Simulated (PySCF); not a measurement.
Structure with atom numbers: `[F:1][CH:2]([F:3])[O:4][C@H:5]1[CH2:6][CH2:7][S:8]1`. Hydrogens are named by the atom that carries them. Ha(C6), Ha(C7) are cis to O4 on the ring; Hb(C6), Hb(C7) are trans to O4 on the ring.

Geometry: GFN2-xTB; GIAO shifts from PySCF 2.14, gas phase, non-relativistic, averaged over equivalent atoms.

At PBE0/pcSseg-1 (173 basis functions, 24 s wall time on 1 thread of an Arm Neoverse V1, shared host):
| atoms | δ (ppm) |
| --- | --- |
| F3 | -106.8 |
| F1 | -110.2 |
| C2 | 121.8 |
| C5 | 79.8 |
| C6 | 34.2 |
| C7 | 23.6 |
| O4 | 157.5 |
| H(C2) | 6.15 |
| H(C5) | 5.71 |
| Hb(C7) | 3.27 |
| Ha(C7) | 3.23 |
| Ha(C6) | 3.18 |
| Hb(C6) | 3.07 |

References, each an isolated molecule treated in the same way: CFCl3 for ¹⁹F (170.95 ppm); ¹³C (186.93 ppm) and ¹H (31.72 ppm) vs TMS; ¹⁷O (336.08 ppm) against H2O.

Estimate the result of repeating the calculation with PBE0/IGLO-II.

## Answers


```tsv
atoms	δ at PBE0/IGLO-II	change
F3	-97.9	+8.9
F1	-102.4	+7.8
C2	121.9	+0.1
C5	80.1	+0.3
C6	34.0	-0.2
C7	22.9	-0.7
O4	155.3	-2.2
H(C2)	6.13	-0.02
H(C5)	5.77	+0.06
Hb(C7)	3.29	+0.02
Ha(C7)	3.24	+0.01
Ha(C6)	3.12	-0.06
Hb(C6)	3.03	-0.04
```

Scale: CFCl3 for ¹⁹F (σ = 180.63 ppm); ¹³C (σ = 189.02 ppm) and ¹H (σ = 32.10 ppm) against TMS; ¹⁷O (σ = 336.11 ppm) against H2O (reference shieldings calculated alike).

The largest change is at F3 (fluorine of a CF2 group). Cost: 225 basis functions, 32 s wall time on 1 thread of an Arm Neoverse V1, shared host. The order of the carbon signals is the same at both levels.

Unscaled 19F shifts against computed CFCl3 carry errors that often reach 10 to 50 ppm. Experimental scales use liquid or dissolved standards, which lie at an offset from isolated H2O (liquid H2O: subtract about 36 ppm).
